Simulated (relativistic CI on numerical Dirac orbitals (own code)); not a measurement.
# One change at a time: Sc XXI

Base calculation: Dirac-Coulomb-Breit CI, orbitals from a KLI potential per configuration, QED by a radiative potential.

CI space: 1s, 2s, 2p, 3s, 3p, 3d, 4s, 4p, 4d, 4f, 5s, 5p, 5d, 5f, 5g, 6s, 6p, 6d. Levels of other configurations are missing.

Variants: (1) QED terms removed; (2) non-relativistic limit. Shifts of the energy above 1s 2S_1/2, in eV, for the lowest level and the first level of each name with at least 55 % of one term (blank where a level changes its place among those of its configuration and J or its character, or is not in the variant):

```tsv
Level	Base	Δ(1)	Δ(2)
1s 2S_1/2	0.00	0.00	0.00
2p 2P°_1/2	4522.60	+1.91	-22.59
2s 2S_1/2	4522.87	+1.64	-22.86
2p 2P°_3/2	4531.56	+1.89	-31.55
3p 2P°_1/2	5363.13	+1.91	-29.78
3s 2S_1/2	5363.21	+1.83	-29.86
3d 2D_3/2	5365.78	+1.91	-32.43
3p 2P°_3/2	5365.78	+1.90	-32.43
3d 2D_5/2	5366.65	+1.90	-33.30
4p 2P°_1/2	5656.95	+1.91	-31.93
4s 2S_1/2	5656.98	+1.87	-31.96
4d 2D_3/2	5658.07	+1.90	-33.05
4p 2P°_3/2	5658.07	+1.90	-33.05
4f 2F°_5/2	5658.44	+1.90	-33.42
```
